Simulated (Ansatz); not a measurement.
Problem. Name a neutral molecule of B, F, N, Si and H with zero-point energy (PBE0-D4/def2-TZVP) between 152 and 168 kJ/mol and HOMO energy (ωB97M-V/def2-TZVPP) between -10.95 and -10.65 eV (Ansatz, PBE0-D4/def2-TZVP geometry).

Solution. `FBN[SiH3]` (152.2 kJ/mol, -10.75 eV). Other molecules can fit too; these were computed, each in one conformer that needn't be the lowest.
